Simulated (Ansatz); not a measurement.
Species: CH₅In (charge 0, singlet). 
Coordinates optimised at B3LYP-D3(BJ)/def2-TZVP (Ansatz, a first-principles code):
```
C
H 1 1.0887
H 1 1.0896 2 109.63
H 1 1.0921 2 108.48 3 117.71
In 1 2.1741 2 111.22 4 119.72
H 5 1.7372 1 120.68 2 -21.08
H 5 1.7377 6 119.28 1 179.35
```

Property: atomisation energy (electronic, to ground-state atoms), in kcal/mol. Valence correlation only, unless marked. UHF or UKS for open shells. Spin-orbit coupling is left out. Frozen are the shells of the preceding noble gas and the d and f shells that filled before the atom's block. In def2 rows, elements after Kr have scalar-relativistic effective core potentials. The coupled-cluster limit lacks core correlation, which all-electron functionals hold. Basis-set limits of correlation are two-point, X^-3; Hartree-Fock from the larger set.

| level | program | atomisation energy (kcal/mol) | minus last row |
|---|---|---|---|
| HF/def2-TZVPPD | Ansatz | 355.9 | -118.0 |
| revPBE/def2-TZVPD | Ansatz | 457.4 | -16.5 |
| PBE0/def2-SVP | Ansatz | 467.8 | -6.1 |
| r2SCAN0/def2-TZVPD | Ansatz | 470.3 | -3.6 |
| wB97M-V/def2-TZVPD | Ansatz | 475.9 | 2.0 |
| wB97X-V/def2-TZVPD | Ansatz | 477.3 | 3.4 |
| MP2/CBS(def2-TZVPP,def2-QZVPP) | Ansatz | 471.3 | -2.6 |
| RI-MP2/def2-TZVPPD | Ansatz | 461.8 | -12.1 |
| CCSD(T)/def2-QZVPP | Ansatz | 470.5 | -3.4 |
| CCSD(T)/CBS(def2-TZVPPD,def2-QZVPPD) | Ansatz | 473.9 | 0.0 |
